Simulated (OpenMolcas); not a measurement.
An atom or ion with 48 electrons was computed by MS-CASPT2, IPEA 0.25 Eh, imaginary shift 0.1 Eh with spin-orbit coupling (OpenMolcas, ANO-RCC-VTZP, DKH2). The lowest levels that the run gave, each within 12 % of the measured value where one is at hand:

```json
{"J": "0", "Parity": "even", "E (cm-1)": "0.0", "g": ""}
{"J": "0", "Parity": "odd", "E (cm-1)": "75150", "g": ""}
{"J": "1", "Parity": "odd", "E (cm-1)": "77870", "g": "1.492"}
{"J": "2", "Parity": "odd", "E (cm-1)": "85050", "g": "1.501"}
{"J": "1", "Parity": "odd", "E (cm-1)": "109880", "g": "1.009"}
{"J": "0", "Parity": "even", "E (cm-1)": "176060", "g": ""}
{"J": "1", "Parity": "even", "E (cm-1)": "181560", "g": "1.501"}
{"J": "2", "Parity": "even", "E (cm-1)": "183150", "g": "1.235"}
{"J": "2", "Parity": "even", "E (cm-1)": "192150", "g": "1.266"}
{"J": "0", "Parity": "even", "E (cm-1)": "212600", "g": ""}
```

Question: Which ion is it, and what are the configurations and terms?

Answer: Te4+ (Z = 52, charge +4; active space 2 electrons in 4 orbitals (5s 5p)). J, parity and g give the terms where levels are pure, and mixed ones are named by the computed weights; the size of the splittings, set against known spectra of the 48-electron sequence, gives the charge. In order, with the measured energies in cm-1 (Moore, Atomic Energy Levels, vol. III, NSRDS-NBS 35 (1971 reprint of NBS Circular 467, 1958)): 5s2 1S0, 5s 5p 3P* 0, 5s 5p 3P* 1, 5s 5p 3P* 2, 5s 5p 1P* 1 (111707), 5p2 3P0 (176248), 5p2 3P1 (182419), 5p2 1D2 [53 %], 5p2 3P2 [53 %], 5p2 1S0.

Term energies are means over components that CASPT2 splits; among the terms shown or strongly mixed into the levels shown the widest spread is 14 cm-1 (5p2 1D). Over all roots computed the reference weight is 0.90 to 0.95; the roots of lowest weight are the least certain, and an intruder state may touch them. The ¹D term of p² mixes with s d, which this space lacks. Measured partners are found by configuration, term and J. A level has none where our copy of the source lacks it or the pairing is in doubt (some pairs that miss far off the trend of their configuration count as doubtful), and it then counts in no deviation. Levels of configurations outside the active space are missing.

A share in square brackets marks a mixed level and gives the weight of the term that names it. * marks odd parity.
